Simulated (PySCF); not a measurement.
How the method moves the HOMO and LUMO of `C=CCB(O)O`

C₃H₇BO₂.
SMILES with atom numbers: `[CH2:1]=[CH:2][CH2:3][B:4]([OH:5])[OH:6]` (hydrogens: H7, H8 on C1; H9 on C2; H10, H11 on C3; H12 on O5; H13 on O6)

Cartesian coordinates in Å at the PBE0-D3(BJ)/def2-SVP level; atoms count from 1:
```xyz
13
C3H7BO2 angstrom
C      2.2608   -0.0355   -0.1432
C      1.1280    0.5805    0.2030
C     -0.0353   -0.0551    0.8996
B     -1.2615   -0.1600   -0.0918
O     -1.8829    0.9994   -0.4609
O     -1.6286   -1.3938   -0.5426
H      2.4338   -1.0902    0.0955
H      3.0565    0.4927   -0.6753
H      1.0025    1.6377   -0.0641
H     -0.3402    0.5710    1.7567
H      0.2325   -1.0528    1.2781
H     -2.5958    0.8998   -1.0987
H     -2.3612   -1.4050   -1.1661
```

Basis pcSseg-1 throughout (PySCF), one geometry. Geometry: PBE0-D3(BJ)/def2-SVP, one conformer, isolated molecule.

How do the orbital energies, the gap and the dipole change with the method?

```csv
method,kind,HOMO (eV),LUMO (eV),gap (eV),μ (D),SCF cycles
BLYP,GGA,-5.65,-0.48,5.17,2.97,15
B97-D,GGA,-5.76,-0.40,5.36,2.94,14
OPBE,GGA,-5.78,-0.39,5.39,2.93,15
PBE,GGA,-5.81,-0.51,5.31,2.98,14
KT3,GGA,-5.84,-0.56,5.28,2.81,15
KT2,GGA,-5.84,-0.51,5.34,2.84,15
BP86,GGA,-5.91,-0.59,5.32,2.99,14
LDA,LDA,-5.97,-0.72,5.24,3.08,15
B97-2,global hybrid,-6.71,0.45,7.16,2.94,13
B3LYP,global hybrid,-6.73,0.12,6.85,2.97,13
PBE0,global hybrid,-6.96,0.50,7.46,2.97,14
mPW1PW91,global hybrid,-6.98,0.45,7.44,2.96,14
BHandHLYP,global hybrid,-7.93,1.21,9.15,2.96,12
CAM-B3LYP,range-separated hybrid,-8.28,1.32,9.60,3.02,12
wB97X-D,range-separated hybrid,-8.82,2.34,11.16,2.99,13
HF,Hartree–Fock,-9.39,3.53,12.92,2.97,10
LC-wPBE,range-separated hybrid,-9.69,2.76,12.45,3.04,12
```

The HOMO spans 4.04 eV, from BLYP down to LC-wPBE, and the gap runs from 5.17 eV (BLYP) to 12.92 eV (HF). Over the methods BLYP (0 %), B97-D (0 %), OPBE (0 %), PBE (0 %), KT3 (0 %), KT2 (0 %), BP86 (0 %), LDA (0 %), B97-2 (21 %), B3LYP (20 %), PBE0 (25 %), mPW1PW91 (25 %), BHandHLYP (50 %), HF (100 %), a straight line through the gap against the share of exact exchange rises by 0.77 eV for each 10 % (correlation coefficient 0.999). The dipole ranges from 2.81 D (KT3) to 3.08 D (LDA). This basis has no diffuse functions.
